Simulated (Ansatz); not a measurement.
Si20AsH28: single points at one geometry.

```yaml
crystal:
  periodic: [false, false, false]
  atoms:
    - {symbol: As, position_ang: [-4.092851, -1.800894, -1.064416]}
    - {symbol: Si, position_ang: [-2.762714, 2.384376, -0.461632]}
    - {symbol: Si, position_ang: [-1.672511, -0.503525, -3.887891]}
    - {symbol: Si, position_ang: [-0.740009, -3.655465, -1.918464]}
    - {symbol: Si, position_ang: [-1.172521, -0.661566, 0.440068]}
    - {symbol: Si, position_ang: [1.783476, -3.610226, 0.889085]}
    - {symbol: Si, position_ang: [1.643025, -0.821221, -1.762447]}
    - {symbol: Si, position_ang: [1.565013, -0.906783, 3.519310]}
    - {symbol: Si, position_ang: [-0.749111, 2.480618, -1.695599]}
    - {symbol: Si, position_ang: [-0.584092, 4.738715, 1.224168]}
    - {symbol: Si, position_ang: [1.848865, 1.799496, 1.026241]}
    - {symbol: Si, position_ang: [-1.230006, 1.677456, 3.244124]}
    - {symbol: Si, position_ang: [4.447598, -0.928626, 0.895649]}
    - {symbol: Si, position_ang: [-2.525575, -2.401202, -2.792356]}
    - {symbol: Si, position_ang: [-2.262756, 3.150866, 1.721731]}
    - {symbol: Si, position_ang: [0.117048, 0.623127, -2.844278]}
    - {symbol: Si, position_ang: [0.368845, -2.243548, -0.399261]}
    - {symbol: Si, position_ang: [0.273680, 0.361096, 2.012286]}
    - {symbol: Si, position_ang: [3.077929, -2.239402, 2.296212]}
    - {symbol: Si, position_ang: [3.116054, 0.473319, -0.450158]}
    - {symbol: Si, position_ang: [0.795866, 3.486688, -0.219521]}
    - {symbol: H, position_ang: [-5.111441, -2.852832, -1.595761]}
    - {symbol: H, position_ang: [-3.521486, -2.839992, -0.080810]}
    - {symbol: H, position_ang: [-3.634128, 1.169881, -0.599148]}
    - {symbol: H, position_ang: [-3.565978, 3.560410, -1.008679]}
    - {symbol: H, position_ang: [-2.786206, 0.485329, -4.165413]}
    - {symbol: H, position_ang: [-1.189403, -0.978570, -5.245404]}
    - {symbol: H, position_ang: [-1.312469, -4.879045, -1.234404]}
    - {symbol: H, position_ang: [0.145525, -4.160384, -3.039353]}
    - {symbol: H, position_ang: [-1.866747, -1.519657, 1.511198]}
    - {symbol: H, position_ang: [0.954818, -4.547803, 1.740028]}
    - {symbol: H, position_ang: [2.695117, -4.485028, 0.051555]}
    - {symbol: H, position_ang: [2.450656, -1.512934, -2.842419]}
    - {symbol: H, position_ang: [0.692219, -1.837387, 4.333666]}
    - {symbol: H, position_ang: [2.330409, -0.053410, 4.510863]}
    - {symbol: H, position_ang: [-0.984352, 3.516951, -2.783895]}
    - {symbol: H, position_ang: [-1.145657, 5.956731, 0.524849]}
    - {symbol: H, position_ang: [0.140708, 5.221856, 2.459008]}
    - {symbol: H, position_ang: [2.774954, 2.421466, 2.051612]}
    - {symbol: H, position_ang: [-2.267179, 0.791648, 3.898559]}
    - {symbol: H, position_ang: [-0.617985, 2.518566, 4.345830]}
    - {symbol: H, position_ang: [5.311539, -1.843052, 0.053279]}
    - {symbol: H, position_ang: [5.394136, -0.084917, 1.722667]}
    - {symbol: H, position_ang: [-3.281002, -3.189119, -3.845860]}
    - {symbol: H, position_ang: [-3.475292, 3.828299, 2.326430]}
    - {symbol: H, position_ang: [0.888027, 1.271887, -3.984686]}
    - {symbol: H, position_ang: [3.969110, -3.056535, 3.212258]}
    - {symbol: H, position_ang: [4.013534, 1.326151, -1.324498]}
    - {symbol: H, position_ang: [1.812920, 4.327792, -0.959725]}
basis:
  gaussian: {orbitals: def2-SVP, fitting: {mean_field: def2-universal-jkfit}, initial_orbitals: start.molden}
magnetization: {spin_polarized: true, initial_magnetization: 1}
hamiltonian: {xc: {name: CAM-B3LYP}, dispersion: d4}
scf: {omitted_lower_state_checks: [starts]}
output: {orbitals: {seedname: orbitals}}
```

The file start.molden holds the orbitals of an earlier run on this structure, at another level or in another basis.

```sh
$ ansatz run in.yaml --threads 2 --pin off --events-out ev --progress --plain --max-ram 20480MiB --backend cuda --devices 0, --max-vram 18GiB
```

Output, abridged:

```
Functional definition: CAM-B3LYP
3330 factors; integrals over basis functions are off by at most 3.4e-1 eV
3330 factors; integrals over basis functions are off by at most 4.2e-7 eV
mean field evaluation 1: about -218798.9138 eV, gradient 6.7e0 eV
mean field evaluation 2: about -218799.3289 eV, gradient 4.0e-1 eV
mean field evaluation 4: about -218799.3226 eV, gradient 4.7e-3 eV
mean field -218799.32258452 eV, -8040.7267974735 hartree, gradient 1.4e-5 eV, S^2 0.755174; 0 other end points of the search recorded, 0 dependent functions left out
reference -218799.32289486 eV, -8040.7268088782 hartree; 171, 170 occupied and 361, 362 virtual orbitals, 3330 factors
Total energy: -218802.91126604 eV, -8040.8586790871 hartree
Checks for a lower state left out: starts
```

It took 9 s on 2 threads of AMD EPYC 7R13 on a shared host and a share (18 GiB) of an NVIDIA H100 80GB HBM3, peak host memory 1.3 GiB.

The first input with `hamiltonian: {xc: {name: LC-wPBE, parameters: {omega: 0.15/bohr}}}` (abridged; 8 s):

```
Functional definition: LC-wPBE
mean field -218721.98734711 eV, -8037.8847799187 hartree, gradient 1.6e-5 eV, S^2 0.754524
Total energy: -218721.98734723 eV, -8037.8847799228 hartree
Checks for a lower state left out: starts
```

As the first input, with `hamiltonian: {xc: r2scan, dispersion: d4}` (abridged; 7.5 s):

```
Functional definition: r2SCAN
mean field -218784.03524953 eV, -8040.1649982749 hartree, gradient 1.6e-5 eV, S^2 0.757215
Total energy: -218785.08388456 eV, -8040.2035349013 hartree
Checks for a lower state left out: starts
```

The first input with `hamiltonian: {xc: {name: LC-wPBE, parameters: {omega: 0.3/bohr}}}` (abridged; 8 s):

```
Functional definition: LC-wPBE
mean field -218730.56383994 eV, -8038.1999602166 hartree, gradient 1.2e-5 eV, S^2 0.756467
Total energy: -218730.56383997 eV, -8038.1999602176 hartree
Checks for a lower state left out: starts
```

As the first input, with `hamiltonian: {xc: {name: BLYP}, dispersion: d4}` (abridged; 5.5 s):

```
Functional definition: BLYP
mean field -218791.33222612 eV, -8040.4331572186 hartree, gradient 2.3e-5 eV, S^2 0.752739
Total energy: -218798.59670716 eV, -8040.7001219725 hartree
Checks for a lower state left out: starts
```

Geometry: PBE-D4/def2-SVP, that of the charge -1 singlet.

Single mean-field runs in def2-SVP are fitted with def2-universal-jkfit.
